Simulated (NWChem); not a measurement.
# C₄H₄; SMILES C#CC=C

```xyz
8

C      0.1786    -1.9185     0.0000
C     -0.1112    -0.7395     0.0000
C     -0.4864     0.6343     0.0000
C      0.3776     1.6594     0.0000
H      0.4426    -2.9599     0.0000
H     -1.5644     0.8371     0.0000
H      1.4582     1.4957     0.0000
H      0.0188     2.6913     0.0000
```
Atoms are numbered in this order, from 1.

Level: PBE0/def2-SVP (NWChem), optimised geometry, unscaled harmonic frequencies. 

Problem. List the harmonic frequencies with IR intensities, and the thermochemistry.

Solution. 
| frequency (cm⁻¹) | IR intensity (km/mol) |
|---|---|
| 224 | 2.8 |
| 329 | 9.9 |
| 554 | 4.8 |
| 682 | 36.1 |
| 701 | 39.7 |
| 709 | 6.2 |
| 904 | 1.1 |
| 956 | 42.2 |
| 1009 | 13.3 |
| 1099 | 5.3 |
| 1299 | 0.6 |
| 1419 | 3.9 |
| 1702 | 6.4 |
| 2232 | 0.0 |
| 3171 | 2.1 |
| 3180 | 2.2 |
| 3285 | 1.6 |
| 3490 | 81.0 |

```yaml
zero_point_energy: 38.5 kcal/mol
thermal correction to the enthalpy at 298.15 K (with zero-point energy): 41.9 kcal/mol
heat capacity Cv: 14.9 cal/(mol K)
entropy at 298.15 K and 1 atm (symmetry number 1): 66.1 cal/(mol K)
dipole_moment: 0.39 D
```

Rigid rotor and harmonic oscillator.
